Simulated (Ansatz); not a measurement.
Ge₄⁺. Charge 1, multiplicity 2. Geometry r2SCAN-D4/def2-SVP; atoms count from 1.

```tsv
atom	x (Å)	y (Å)	z (Å)
Ge1	1.8492	0.7589	-0.9090
Ge2	-1.8481	-0.7609	0.9102
Ge3	-0.2084	-0.6762	-0.9907
Ge4	0.2073	0.6782	0.9895
```

Another isomer (doublet) lies 0.28 eV lower at PBE0-D4/def2-TZVP; other spin states weren't run for this one.

Estimate the Mulliken populations from the PBE0/def2-TZVP orbitals of Ansatz.


| atom | charge (e) | spin (α − β) |
| --- | --- | --- |
| Ge1 | 0.33 | -0.02 |
| Ge2 | 0.33 | -0.02 |
| Ge3 | 0.17 | 0.52 |
| Ge4 | 0.17 | 0.52 |
Mulliken values and Mayer orders depend strongly on the basis.

Where does the spin sit?

Summed by element: Ge 1.00, of 1 unpaired in all. Largest on single atoms: Ge3 0.52, Ge4 0.52, Ge1 -0.02.

And the Mayer bond orders between bonded heavy atoms (over 0.3)?

Ge1–Ge3 0.89 (2.51 Å); Ge1–Ge4 0.89 (2.51 Å); Ge2–Ge3 0.89 (2.51 Å); Ge2–Ge4 0.89 (2.51 Å); Ge3–Ge4 0.98 (2.43 Å). Values over 0.3 also appear between atoms too far apart for a bond (Ge1–Ge2 0.48 at 4.39 Å); they arise where an orbital or an unpaired electron spreads over both atoms.
